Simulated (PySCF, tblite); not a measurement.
Isomers of C3H10N3Si (doublet state), one GFN2-xTB conformer each. Single-point energies are computed at B3LYP/pcH-1 (PySCF, gas phase, no added dispersion term), electronic only. GFN2-xTB treats the open shell by occupation alone, and not every SCF solution was tested for stability.

Question: Rank them by B3LYP/pcH-1 energy, lowest first (kcal/mol).
A. `[NH2:1][CH:2][SiH:3]1[NH:4][CH2:5][CH2:6][NH:7]1` (doublet state) with N1–C2–Si3–N4 -48°, C2–Si3–N4–C5 144°, Si3–N4–C5–C6 -34°, N4–C5–C6–N7 21°, C5–C6–N7–Si3 -1°
B. `[NH:1][CH2:2][SiH:3]1[NH:4][CH2:5][CH2:6][NH:7]1` (doublet state) with H–N1–C2–Si3 90°, N1–C2–Si3–N4 57°, C2–Si3–N4–C5 117°, Si3–N4–C5–C6 21°, N4–C5–C6–N7 -36°, C5–C6–N7–Si3 37°
C. `[NH2:1][CH2:2][Si@@H:3]1[N:4][CH2:5][CH2:6][NH:7]1` (doublet state) with H–N1–C2–Si3 56° and -66°, N1–C2–Si3–N4 64°, C2–Si3–N4–C5 -117°, Si3–N4–C5–C6 -9°, N4–C5–C6–N7 25°, C5–C6–N7–Si3 -28°
D. `[NH2:1][CH2:2][Si:3]1[NH:4][CH2:5][CH2:6][NH:7]1` (doublet state) with H–N1–C2–Si3 61° and -57°, N1–C2–Si3–N4 172°, C2–Si3–N4–C5 -109°, Si3–N4–C5–C6 -20°, N4–C5–C6–N7 33°, C5–C6–N7–Si3 -33°

Answer: A (0.0), D (4.5), B (13.0), C (21.2).

Neighbours under 5.0 kcal/mol apart (N[CH][SiH]1NCCN1 and NC[Si]1NCCN1) can change places with a better method, another conformer or zero-point energy. GFN2-xTB itself gives, in the same order: 0.0, 3.2, 4.4, 6.0. Both levels put the same isomer lowest; measured from each level's own lowest isomer, the values differ by up to 15.2 kcal/mol (NC[Si@@H]1[N]CCN1: 6.0 against 21.2).

What happens when harmonic zero-point energies from GFN2-xTB frequencies are added?

```csv
SMILES,ZPE (kcal/mol),electronic (kcal/mol),with ZPE (kcal/mol)
N[CH][SiH]1NCCN1,85.3,0.0,0.0
NC[Si]1NCCN1,88.3,4.5,7.5
[NH]C[SiH]1NCCN1,85.4,13.0,13.1
NC[Si@@H]1[N]CCN1,85.8,21.2,21.7
```

The zero-point energies span 3.0 kcal/mol. The order is unchanged.

As an exercise, what shares would exp(−E/RT) give at 2000 K from these electronic energies alone (no entropy, no degeneracies)?

RT = 3.974 kcal/mol: N[CH][SiH]1NCCN1 73.0 %, NC[Si]1NCCN1 23.8 %, [NH]C[SiH]1NCCN1 2.8 %, NC[Si@@H]1[N]CCN1 0.4 %.
